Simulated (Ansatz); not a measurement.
Isomers of C2H9InSi, relaxed with PBE0-D4/def2-TZVP in Ansatz; electronic energies, one conformer each and not always the lowest. Functionals use def2-TZVPP; CBS adds triple-zeta CCSD(T) − MP2 to the MP2 limit of def2-TZVPP and def2-QZVPP.

Elements past krypton have def2 core potentials. Outer-core shells of In are correlated without core-valence functions. Spin–orbit coupling is left out.

(1) Order them by energy at frozen-core CCSD(T)/CBS, lowest first. (Best estimate.)
A. `[CH3][In]([CH3])[SiH3]`
B. `C[CH]([SiH3])[InH2]`
C. `[SiH3]C[CH2][InH2]`
D. `[CH3][InH][CH2][SiH3]`

(2) How do MP2/CBS(def2), PBE-D4, B2PLYP, B3LYP-D4 place them (kcal/mol, against `[CH3][In]([CH3])[SiH3]`)? (Estimate.)

## Answers

(1) A (0.0 kcal/mol), D (4.7 kcal/mol), B (15.6 kcal/mol), C (16.9 kcal/mol).

(2) Computed: 
| isomer | MP2/CBS(def2) | PBE-D4 | B2PLYP | B3LYP-D4 |
| --- | --- | --- | --- | --- |
| `[SiH3]C[CH2][InH2]` | 17.6 | 18.2 | 19.0 | 17.4 |
| `C[CH]([SiH3])[InH2]` | 16.0 | 17.1 | 17.1 | 15.7 |
| `[CH3][InH][CH2][SiH3]` | 4.1 | 7.2 | 5.6 | 5.7 |

B3LYP here is the variant with VWN-RPA as its local correlation; programs differ in this.
